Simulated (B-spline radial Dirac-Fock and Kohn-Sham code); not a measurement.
# Relativistic shifts of the levels of Se⁴⁺

System: Se⁴⁺, [Ar] 3d10 4s2.

Both columns are ΔSCF binding energies of the configuration average from a radial finite-basis atomic code: non-relativistic Hartree-Fock with a point nucleus, and Dirac-Fock with a finite nucleus and the Coulomb interaction alone, averaged over the two j levels with weights 2j+1.

```
shell  Hartree-Fock (eV)  Dirac-Fock (eV)  shift (eV)  shift (%)
   1s            12546.2          12749.2     +202.93      +1.62
   2s             1680.3           1726.1      +45.84      +2.73
   2p             1503.9           1514.8      +10.87      +0.72
   3s              289.4            297.2       +7.77      +2.68
   3p              227.3            229.2       +1.81      +0.80
   3d              118.2            116.9       -1.31      -1.11
   4s              64.64            65.60       +0.96      +1.49
```

Relativity binds 1s, 2s, 2p, 3s, 3p, 4s more strongly, among those listed most of all 2s in relative terms, and 3d more weakly, because the contracted s and p shells screen the nucleus better.

Values without a named source are computed, but for edge energies of neutral atoms, which are taken from tables.
